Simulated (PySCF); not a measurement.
A structure optimised at TPSSh-D3(BJ)/def2-TZVP, used in a PySCF frequency run:

```xyz
5

Be     0.0000     0.0000    -0.1002
F      0.0000     0.0000    -1.4927
N      0.0000     0.0000     1.4084
H      0.0000    -0.8256     1.9878
H      0.0000     0.8256     1.9878
```

Task: Write its SMILES, formula and point group.

Result: [NH2][Be][F], BeFH₂N, C2v

Task: What are its rotational constants (standard atomic weights)?

Result: 367.76, 6.5228, 6.4091 GHz
